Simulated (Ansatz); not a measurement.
Ideal-gas functions of C$_{2}$ClF$_{3}$O (`O=C(Cl)C(F)(F)F`) at 500 K and 1 bar, from an Ansatz frequency run at PBE0-D4/def2-TZVP.

Molar mass 132.47 g/mol, point group Cs (symmetry number 1), electronic degeneracy 1, moments of inertia 149.594, 283.037, 343.95 u Å². Harmonic wavenumbers (cm⁻¹, unscaled): 42, 195, 234, 339, 402, 516, 521, 588, 720, 759, 947, 1223, 1261, 1292, 1913.

Use S(trans) = R[1.5 ln M + 2.5 ln T − 1.1517]; rotational temperatures θ = 24.2544 K / I; S(rot) = R[ln(√π/σ · √(T³/θAθBθC)) + 1.5]; for each mode x = 1.438777 ν̃/T, S = R[x/(eˣ − 1) − ln(1 − e⁻ˣ)] and H = RT x/(eˣ − 1); 1 cm⁻¹ = 0.0119627 kJ/mol; R = 8.31446 J/(mol·K).

Task: By hand: the entropy, in J/(mol·K).

Result: Translation 180.5. Rotation: θ = 0.1621, 0.0857, 0.0705 K, giving 123.5. Vibration, mode by mode: 25.89, 13.23, 11.76, 8.84, 7.55, 5.75, 5.68, 4.87, 3.60, 3.30, 2.15, 1.14, 1.05, 0.97, 0.22, in all 96.0. Electronic 0.0. Sum 400.0 J/(mol·K).

Task: By hand: H − E and G − E in kJ/mol, counted from the electronic energy.

Result: Zero-point energy ½ × 10952 × 0.0119627 = 65.5; thermal vibration 24.3; translation, rotation and pV give 4 RT = 16.6. H − E = 106.4 kJ/mol, and G − E = 106.4 − 500 × 400.0/1000 = -93.6 kJ/mol.

Vibration gives 24 % of the entropy, 25.9 J/(mol·K) of it from the mode under 150 cm⁻¹: soft modes count most, and the harmonic formula is weakest for them.
